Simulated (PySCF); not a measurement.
Identify the unknown among the candidates.

All candidates are C9H10F2.

- 1H NMR: chemical shifts (computed TMS as zero) by class: 7.81 (2 H), 7.73 (2 H), 7.69 (1 H), 1.82 (2 H), 1.37 (3 H) ppm [GIAO PBE0/pcSseg-1]
- NMR, other nuclei: isotropic shieldings of nuclei other than C and H, by class: 306 (2 F) ppm [GIAO PBE0/pcSseg-1]
- 13C NMR: chemical shifts (computed TMS as zero) by class: 147.3 (1 C), 134.5 (1 C), 133.8 (2 C), 130.4 (2 C), 129.2 (1 C), 41.5 (1 C), 8.6 (1 C) ppm [GIAO PBE0/pcSseg-1]
- Rotational structure: rotational constants A, B, C: 2.417, 0.697, 0.643 GHz [GFN2-xTB]
- Dipole: 2.34 D [PBE0/pcSseg-1]

The electronic properties come from PySCF, for the isolated species, density fitting. Levels stand in brackets. Isolated species at its GFN2-xTB geometry (one conformer only). Each NMR value is the plain mean over a class of atoms that symmetry, rotation or inversion makes alike.

Question: Which candidate is it?
A. `CCC(F)(F)c1ccccc1`
B. `CC(F)(F)Cc1ccccc1`
C. `CCC1=CC=C(F)[C@@H](F)C=C1`

Answer: A. It is `CCC(F)(F)c1ccccc1`. Numbering: `[CH3:1][CH2:2][C:3]([F:4])([F:5])[c:6]1[cH:7][cH:8][cH:9][cH:10][cH:11]1`. Its formula, C9H10F2, gives 4 degrees of unsaturation: 1 ring and 3 π bonds in the structure found (Kekulé form). 9 carbons fall into 7 classes; from least to most shielded: substituted aromatic carbon [C6] (147.3 ppm), aromatic CH carbon [C9] (134.5 ppm), aromatic CH carbon [C8/C10] (133.8 ppm, 2 C), aromatic CH carbon [C7/C11] (130.4 ppm, 2 C), CF2 carbon [C3] (129.2 ppm), chain CH2 carbon [C2] (41.5 ppm), methyl carbon [C1] (8.6 ppm). Hydrogen classes from least to most shielded: 2 H on the ortho carbons, C7/C11 (7.81 ppm), 2 H on the meta carbons, C8/C10 (7.73 ppm), 1 H on the para carbon, C9 (7.69 ppm), 2 H on a chain CH2 carbon, C2 (1.82 ppm), 3 H on a methyl carbon, C1 (1.37 ppm, a mean of values up to 0.6 ppm apart in this geometry). The other shieldings belong to: 306 ppm, fluorine of a CF2 group [F4/F5]. The optimised geometry has point group Cs and is an asymmetric top.

The others, at the same levels:
- `CC(F)(F)Cc1ccccc1` fails: its computed 13C shifts are 141.3 (1 C), 136.2 (2 C), 134.3 (2 C), 133.0 (1 C), 130.1 (1 C), 49.8 (1 C), 25.0 (1 C) ppm, 1H shifts are 7.68 (2 H), 7.63 (1 H), 7.62 (2 H), 3.18 (2 H), 1.30 (3 H) ppm and smallest rotational constant is 0.608 GHz (against 0.643 GHz).
- `CCC1=CC=C(F)[C@@H](F)C=C1` fails: it has 9 carbon classes against 7; its computed 13C shifts are 162.3 (1 C), 149.4 (1 C), 139.6 (1 C), 124.7 (1 C), 124.0 (1 C), 113.7 (1 C), 86.2 (1 C), 32.4 (1 C), 12.0 (1 C) ppm, 1H shifts are 6.90 (1 H), 6.73 (1 H), 6.66 (1 H), 6.15 (1 H), 5.90 (1 H), 2.74 (1 H), 2.71 (1 H), 1.29 (3 H) ppm and rotational constant A is 2.038 GHz (against 2.417 GHz).

Each candidate is one conformer, not necessarily the lowest. Dipoles, sizes and rotational constants follow the conformer. The torsions of the flexible species, by atom-mapped SMILES:
- `[CH3:1][CH2:2][C:3]([F:4])([F:5])[c:6]1[cH:7][cH:8][cH:9][cH:10][cH:11]1`: C1–C2–C3–F4 57°, C2–C3–C6–C7 89°
- `[CH3:1][C:2]([F:3])([F:4])[CH2:5][c:6]1[cH:7][cH:8][cH:9][cH:10][cH:11]1`: C1–C2–C5–C6 -54°, C2–C5–C6–C7 99°
- `[CH3:1][CH2:2][C:3]1=[CH:4][CH:5]=[C:6]([F:7])[C@@H:8]([F:9])[CH:10]=[CH:11]1`: C1–C2–C3–C4 -9°
